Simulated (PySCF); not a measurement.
Hf(Cl)2(OH) (Cl₂HHfO), SMILES [Cl][Hf+]([OH])[Cl], charge +1, multiplicity 1.

The structure is a stationary point at PBE-D3(BJ)/def2-SVP. The spin state was assumed, not searched. The isomer is the one that the SMILES or the coordinates give; other isomers of the formula were not compared. The def2 effective core potentials stand for the cores of Hf; spin–orbit coupling is left out. The values are those of a single conformer.

Two levels are set side by side: TDA-PBE/def2-SVPD (PySCF) and TDA-ωB97X/def2-SVPD (PySCF). Vertical, same geometry. The lowest singlet is HOMO→LUMO 99 % with PBE and HOMO→LUMO 91 % with the other functional; states are paired by order. Differences are taken from unrounded values.

```csv
quantity,TDA-ωB97X,TDA-PBE,TDA-PBE minus TDA-ωB97X
lowest singlet excitation (eV),5.10,3.65,-1.45
lowest triplet excitation (TDA) (eV),5.02,3.59,-1.43
```

Functionals without exact exchange tend to place singlet excitations lower, as here. Differences between two approximate levels are no errors against the true value.

Rough cost on one machine, each run with all the roots and properties that it gave: TDA-ωB97X against TDA-PBE about 4 times.
